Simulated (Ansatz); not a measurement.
Ansatz (a quantum-chemistry and plane-wave program) input:

Ansatz 0.2 input:
```yaml
crystal:
  periodic: [false, false, false]
  atoms:
    - {symbol: Au, position_ang: [-0.00000000, -0.00000000, -0.38970877]}
    - {symbol: O, position_ang: [0.00000000, 0.00000000, 2.67694241]}
    - {symbol: C, position_ang: [0.00000000, 0.00000000, 1.56190893]}
basis:
  gaussian:
    orbitals: def2-TZVPD
hamiltonian:
  xc: {name: PBE-QIDH}
total_charge: 1
magnetization: {spin_polarized: false}
correlation: {electrons: outside_noble_gas}
```

Question: Predict the final energy.

Answer: -248.43250 Eh (PBE-QIDH/def2-TZVPD). The basis has 120 functions.
